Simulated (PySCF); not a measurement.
A structure optimised at PBE-D3(BJ)/def2-SVP, used in a PySCF frequency run:

```
B
O 1 1.3631
H 2 0.9729 1 114.18
Se 1 1.9674 2 115.17 3 180.00
H 4 1.4840 1 94.63 2 180.00
Se 1 1.9736 2 125.73 3 0.00
H 6 1.4888 1 95.65 2 0.00
```

### Question
Write its SMILES, formula and point group.

### Answer
OB([SeH])[SeH], BH3OSe2, Cs

### Question
What are its rotational constants (standard atomic weights)?

### Answer
5.2122, 1.0883, 0.90034 GHz
